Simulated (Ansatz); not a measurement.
The input (input.yaml):

```yaml
crystal:
  periodic: [false, false, false]
  atoms:
    - { symbol: Li, position_ang: [0.42419, 1.68936, -1.81039] }
    - { symbol: Si, position_ang: [-0.54033, -0.2109, -0.60898] }
    - { symbol: O, position_ang: [-1.40195, -0.20856, 0.79394] }
    - { symbol: S, position_ang: [1.59259, 0.33346, 0.0004] }
    - { symbol: H, position_ang: [-0.36507, -1.67762, -0.60029] }
    - { symbol: H, position_ang: [-2.28486, -0.55737, 0.86366] }
    - { symbol: H, position_ang: [1.91753, -0.51265, 0.95951] }
basis:
  gaussian: { orbitals: "6-31G*" }
hamiltonian:
  xc: pbe0
relax:
  f_tol: 0.015
  max_steps: 40
output:
  orbitals: {}
```

Launched with:

```bash
$ ansatz run input.yaml --threads 1 --pin off --max-ram 2048MiB --backend cpu --events-out ev --progress --plain --runs-dir out
```

Hardware: 1 thread of Intel(R) Xeon(R) Platinum 8488C (Sapphire Rapids), with other jobs on the host.

Roughly how long does this run take, and how much memory?

54 s, with a peak of 0.18 GiB, for 20 ionic steps.
